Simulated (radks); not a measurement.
Values are calculated unless marked as measured or tabulated.
Q: Radial electron density D(r) = 4 pi r^2 rho(r) of an atom or ion with 59 electrons. Level of theory: Dirac Kohn-Sham, BP86, spin-unpolarised, spherical densities, point nucleus (a radial shooting solver on a logarithmic mesh with Libxc functionals).

```
   r/bohr * D(r) (the largest magnitude, 102, reaches the edge; | marks zero)
 0.003413 |          *
 0.003973 |             *
 0.004625 |                *
 0.005428 |                   *
 0.006319 |                       *
 0.007356 |                           *
 0.008633 |                               *
  0.01005 |                                   *
   0.0117 |                                      *
  0.01373 |                                         *
  0.01598 |                                          *
  0.01861 |                                          *
  0.02184 |                                        *
  0.02542 |                                      *
  0.02959 |                                     *
  0.03473 |                                     *
  0.04043 |                                       *
  0.04707 |                                           *
  0.05523 |                                                *
   0.0643 |                                                    *
  0.07485 |                                                      *
  0.08784 |                                                    *
   0.1023 |                                               *
    0.119 |                                          *
   0.1386 |                                        *
   0.1626 |                                          *
   0.1893 |                                              *
   0.2204 |                                              *
   0.2587 |                                         *
   0.3011 |                              *
   0.3506 |                     *
   0.4114 |                 *
   0.4789 |                  *
   0.5575 |                    *
   0.6543 |                   *
   0.7617 |               *
   0.8867 |          *
    1.041 |      *
    1.211 |    *
     1.41 |   *
    1.655 |   *
    1.927 |  *
    2.243 | *
    2.632 |*
    3.064 |*
    3.567 *
    4.153 *
    4.873 *
    5.673 *
    6.605 *
    7.751 *
    9.023 *
     10.5 *
    12.33 *
    14.35 *
```

What is the nuclear charge?

A: Z = 59. The innermost maximum, from 1s, lies near gamma/Z bohr with gamma = sqrt(1 - (Z/c)^2) = 0.903, here 0.0153 bohr (found: 0.0169), and its height grows with Z. The density is that of neutral praseodymium in [Kr] 4d10 4f4 5s1 5p6 6s2; the configuration itself is not fixed sharply by these data, and Z only to a few units. D(r) has 4 maxima, at r = 0.0169, 0.0743, 0.208, 0.585 bohr, and minima at 0.0326, 0.137, 0.425 bohr, inside which lie 2.01, 11.16, 29.14 electrons.
